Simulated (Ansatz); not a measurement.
Species: BNH3, charge 0, doublet. BNH3 (SMILES [NH]B, doublet).
B3LYP-D3(BJ)/def2-TZVP minimum from Ansatz (a quantum-chemistry and plane-wave program):
```
B
N 1 1.3287
H 2 0.9996 1 163.55
H 1 1.2007 2 121.70 3 180.00
H 1 1.2080 4 119.29 2 -180.00
```
Charge 0, spin multiplicity 2.

Total energies in hartree (Ansatz). UHF or UKS for unpaired electrons; spin-orbit terms are left out. Cores are frozen in correlated methods. No relativity. Where a partner has so few electrons that a lower coupled-cluster level is exact, that level stands in.

```csv
species,HF/cc-pVTZ,CCSD(T)/cc-pVTZ,HF/cc-pVQZ,CCSD(T)/cc-pVQZ,CCSDT(Q)/cc-pVTZ
"1: BNH3 (SMILES B[NH], doublet)",-80.87260,-81.19622,-80.87879,-81.22002,-81.19794
2: B (doublet),-24.53207,-24.59810,-24.53297,-24.60084,-24.59852
3: N (quartet),-54.40069,-54.51471,-54.40372,-54.52482,-54.51507
4: H (doublet),-0.49981,-0.49981,-0.49995,-0.49995,-0.49981
```

Question: Work out the atomisation energy (electronic, to ground-state atoms) in kcal/mol: take Hartree-Fock from cc-pVQZ, extrapolate the CCSD(T) correlation energy as X^-3 (X = 3, 4), and add CCSDT(Q) - CCSD(T) in cc-pVTZ. 1 hartree = 627.51 kcal/mol.

Answer: 
Species 1: correlation (64·(-0.34123) - 27·(-0.32362))/37 = -0.35408; step -0.00172; E1 = -80.87879 + (-0.35408) + (-0.00172) = -81.23459
Species 2: correlation (64·(-0.06787) - 27·(-0.06603))/37 = -0.06921; step -0.00042; E2 = -24.53297 + (-0.06921) + (-0.00042) = -24.60260
Species 3: correlation (64·(-0.12110) - 27·(-0.11402))/37 = -0.12627; step -0.00036; E3 = -54.40372 + (-0.12627) + (-0.00036) = -54.53035
Species 4: correlation (64·(0.00000) - 27·(0.00000))/37 = 0.00000; step +0.00000; E4 = -0.49995 + (0.00000) + (+0.00000) = -0.49995
-1·E1 +1·E2 +1·E3 +3·E4 = 0.60179 hartree = 377.6 kcal/mol.
